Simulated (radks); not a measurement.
Values are calculated unless marked as measured or tabulated.
Question: These are the eigenvalues of the occupied orbitals of an atom or ion with whole-number occupations (Ry). Code: a radial shooting solver on a logarithmic mesh with Libxc functionals. Model: scalar-relativistic Kohn-Sham, PBE, spin-polarised, spherical densities, finite nucleus; Fermi nuclear charge, rms radius of each element as measured or else 0.836 A^(1/3) + 0.57 fm.

orbital  eigenvalue
1s        -1776.114
2s        -259.3137
2p        -232.4919
3s        -46.74793
3p        -37.93028
3d        -23.92421
4s         -6.27145
4p         -3.76307
4d         -0.29750

Which element is it, and in what charge state? The configuration may be excited. Open shells, if any, are filled with parallel spins first.

Answer: Z = 46, palladium, charge 0: Pd in [Kr] 4d10. The list shows which subshells hold electrons but not how many an open one holds; the 1s level, -888.06 hartree, gives Z - s = 42.1 by -(Z - s)^2/2, which with screening and relativity narrows Z to a few neighbours, and the depths of the outer levels then fix element, charge and occupations together.
